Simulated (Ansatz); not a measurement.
Reaction (cleavage of the Si–B bond): `[SiH3]BN[SiH3]` + `N=C[SeH]` → `[SiH3]/N=C\[SeH]` + `BN[SiH3]`

Program: Ansatz. Geometries: PBE0-D4/def2-TZVP. ΔE: electronic, gas phase. CBS: MP2 limit from def2 TZ/QZ plus the TZ coupled-cluster correction, frozen cores. DFT in def2-TZVPP. For Se outer-core shells are correlated without core-valence functions, which leaves a few kJ/mol of doubt a bond. Scalar relativity is left out up to krypton. One conformer a species, not always the lowest.

| level | ΔE (eV) |
| --- | --- |
| PBE-D4 | -0.57 |
| ωB97X-V | -0.63 |

Q: What does CCSD(T)/CBS give? (An estimate is asked.)

A: Computed: -0.68 eV. The listed levels differ from it by 0.11, 0.05 eV.

Largest T1 diagnostic among the species: 0.014.
